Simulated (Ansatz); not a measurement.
Two isomers of C3H10Si2: A = `C[SiH2]/C=C/[SiH3]`, B = `[SiH3]C[SiH]1CC1`.

Isolated molecules relaxed with PBE0-D4/def2-TZVP in Ansatz; ΔE leaves out vibrations. CCSD(T)/CBS is the MP2 limit (def2-TZVPP, def2-QZVPP) plus CCSD(T) − MP2 in def2-TZVPP, frozen cores. Functionals use def2-TZVPP. B3LYP here is the variant with VWN-RPA as its local correlation; programs differ in this. One conformer a species, not always the lowest.

(1) Which isomer does CCSD(T)/CBS put lower? Give the gap. (Best estimate.)

(2) Give E(B) − E(A) in kcal/mol with B3LYP, r2SCAN-D4, B2PLYP, ωB97M-V, CCSD(T)/def2-TZVPP, MP2/def2-TZVPP, PBE0-D4. (An estimate is asked.)

Largest T1 diagnostic: 0.011.

Answers

(1) Ansatz gave: A, by 7.3 kcal/mol.

(2) Ansatz gave: B3LYP 10.0, r2SCAN-D4 4.4, B2PLYP 8.7, ωB97M-V 5.3, CCSD(T)/def2-TZVPP 7.6, MP2/def2-TZVPP 4.9, PBE0-D4 3.0. None reverses the order clearly.

In def2-TZVPP, CCSD(T) changes the Hartree–Fock value by −7.4 kcal/mol (the triples alone add −0.4 kcal/mol) and MP2 by −10.0 kcal/mol. From PBE to PBE0 (25 % exact exchange), in def2-TZVPP and without D4, E(B) − E(A) moves by −0.9 kcal/mol.
